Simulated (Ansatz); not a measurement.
Computed with Ansatz on PBE0-D4/def2-TZVP structures; ΔE is electronic, products minus reactants. CCSD(T)/CBS is the MP2 limit (def2-TZVPP, def2-QZVPP) plus CCSD(T) − MP2 in def2-TZVPP, frozen cores. This one scheme is used for every species. Functionals use def2-TZVPP. B3LYP here is the variant with VWN-RPA as its local correlation; programs differ in this. HSE06 is defined as in plane-wave codes. Open shells (•) are unrestricted, without spin–orbit coupling. For Ga outer-core shells are correlated without core-valence functions, which leaves a few kJ/mol of doubt a bond. Scalar relativity is left out up to krypton.

Consider the hydrogen abstraction from a Ga–H bond: `C[O][GaH2]` + `[OH]`• → `C[O][GaH]`• + H₂O.

`C[O][GaH2]`:

```xyz
8

C    -0.136   -0.085   -1.216
O     0.199   -0.760   -0.034
Ga    0.205    0.005    1.576
H     0.705   -0.119   -1.918
H    -0.397    0.970   -1.053
H    -0.993   -0.573   -1.696
H    -0.194    1.518    1.613
H     0.612   -0.956    2.729
```

`[OH]`•:

Z-matrix (Å, degrees):
```
O
H 1 0.973
```

`C[O][GaH]`•:

Z-matrix (Å, degrees):
```
C
O 1 1.401
H 1 1.096 2 109.9
H 1 1.097 2 113.2 3 120.7
H 1 1.096 2 109.9 3 -118.6
Ga 2 1.791 1 128.8 3 -120.8
H 6 1.601 2 112.5 1 -179.9
```

H₂O:

Z-matrix (Å, degrees):
```
O
H 1 0.960
H 1 0.960 2 105.1
```

**Question.** Is it downhill or uphill in electronic energy at CCSD(T)/CBS, and by how much? (Best estimate.)

**Answer.** The calculation gave: Downhill: ΔE = -39.8 kcal/mol.

**Question.** What do these levels give: PBE-D4, r2SCAN-D4, r2SCAN0-D4, ωB97M-V, B3LYP, r2SCANh, HSE06, CAM-B3LYP, MP2/def2-SVP, CCSD/def2-TZVPP, MP2/CBS(def2), CCSD/CBS(def2)? (An estimate is asked.)

**Answer.** Ansatz gave: PBE-D4 -44.9, r2SCAN-D4 -40.3, r2SCAN0-D4 -37.7, ωB97M-V -40.1, B3LYP -40.8, r2SCANh -39.3, HSE06 -41.1, CAM-B3LYP -39.6, MP2/def2-SVP -39.7, CCSD/def2-TZVPP -36.6, MP2/CBS(def2) -45.6, CCSD/CBS(def2) -38.2 kcal/mol.

Largest T1 diagnostic among the species: 0.018.

In def2-TZVPP, CCSD(T) changes the Hartree–Fock value by −15.3 kcal/mol (the triples alone add −1.6 kcal/mol) and MP2 by −21.1 kcal/mol. Leaving LDA and LC-ωPBE aside and taking each functional with its dispersion term where it has one, the values, not all of them listed here, spread over 10.5 kcal/mol, from PBE-D4 to BHLYP-D4. LDA lies −7.9 kcal/mol from PBE without D4. From BLYP to BHLYP (50 % exact exchange), in def2-TZVPP and without D4, ΔE moves by +8.7 kcal/mol.
